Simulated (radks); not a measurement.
Spherical quantum dot in the effective-mass picture: electrons in a hard-walled sphere of radius 8.37, with a point charge +1 (a donor) at the centre, all in effective atomic units (hartree* = m*/eps^2 hartree, bohr* = eps/m* bohr), one dielectric constant everywhere. Calculated with a radial shooting solver with Libxc functionals: non-relativistic Kohn-Sham, LDA (Slater exchange, Perdew-Wang correlation), spin-polarised, spherical densities. Levels are named by radial order and angular momentum (1s, 1p, 1d, 2s, ...), and open shells are averaged over m.

N = 11, configuration 1s2 1p6 1d(up 2, down 0) 2s(up 1, down 0). This is the lowest configuration that the search found. Occupied and some empty levels:

| level | occupation | eigenvalue (hartree*) | <r> (bohr*) |
|---|---|---|---|
| 1s up | 1 | 1.4691 | 4.161 |
| 1s down | 1 | 1.4995 | 5.359 |
| 1p up | 3 | 1.5260 | 5.875 |
| 1p down | 3 | 1.5415 | 5.874 |
| 2s up | 1 | 1.5467 | 3.414 |
| 1d up | 2 | 1.5899 | 6.059 |
| 1d down | 0 | 1.6055 | 6.055 |
| 2s down | 0 | 1.6413 | 2.642 |
| 1f up | 0 | 1.6775 | 6.206 |
| 1f down | 0 | 1.6932 | 6.204 |
| 1g up | 0 | 1.7871 | 6.332 |
| 1g down | 0 | 1.8029 | 6.332 |
| 2p up | 0 | 1.8620 | 4.133 |
| 2p down | 0 | 1.8835 | 4.248 |

Energy (hartree*): total 7.58786, kinetic 2.4050, external -2.7632, Hartree 9.9020, exchange-correlation -1.9559.
